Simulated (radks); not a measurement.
Initial-state core-level shifts of the scandium ion Sc+ when its valence configuration changes from [Ar] 3d1 4s1. All-electron calculation, Dirac Kohn-Sham, LDA (Slater exchange, Perdew-Wang correlation), spin-unpolarised, spherical densities, finite nucleus; open shells fill j = l - 1/2 first; Fermi nuclear charge, rms radius 3.5459 fm. Program: a radial shooting solver on a logarithmic mesh with Libxc functionals. Shifts are changes of the shell-averaged eigenvalues in eV (positive: less bound); the change of the density at the nucleus, which sets a Mossbauer isomer shift, is in e/bohr^3, on a base of 7211.

valence              2s      2p      3s      3p  density at nucleus
4s1 4p1          -7.866  -7.768  -6.619  -6.330             +2.2789
3d0.5 4s1 4p0.5  -3.706  -3.661  -3.184  -3.049             +1.0219
3d1 4s0.5 4p0.5  -0.590  -0.588  -0.592  -0.585             -1.8628
3d1 4p1          -1.169  -1.166  -1.174  -1.159             -3.7743
3d2              +4.769  +4.701  +4.175  +3.980             -4.6108
4s2              -6.677  -6.586  -5.469  -5.200             +6.5604
3d1.5 4p0.5      +2.050  +2.014  +1.678  +1.576             -4.2697
4s1.5 4p0.5      -7.277  -7.183  -6.050  -5.771             +4.4514
